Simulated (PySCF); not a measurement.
TeCl₂: breathing scan

Level of theory: PBE0/[Te def2-TZVP with ECP28, Cl def2-TZVP], scalar-relativistic core potentials, density fitting, no spin–orbit coupling, PySCF.

Rigid scan from the singlet minimum (Te–Cl 2.320 Å (×2); Cl–Te–Cl 99.3°). Coordinate: all bonds to the central atom scaled together. Energies in kJ/mol from the minimum.

Question: Predict the curve at 0.88, 0.92, 0.96, 1.00, 1.04, 1.08, 1.14, 1.22, 1.35.

Answer: 
```
scale of all bonds to the centre  E (kJ/mol)  dipole size (D)
                            0.88       183.5             0.61
                            0.92        70.4             1.05
                            0.96        15.3             1.49
                            1.00         0.0             1.90
                            1.04        11.6             2.29
                            1.08        41.1             2.66
                            1.14       105.2             3.15
                            1.22       206.8             3.70
                            1.35       371.8             4.36
```

At long bonds a restricted determinant can lie too high, and another spin state can fall below this curve.

The scan took 14 s on 2 threads of a shared Arm Neoverse V1 host; the process peaked at 1.1 GiB.
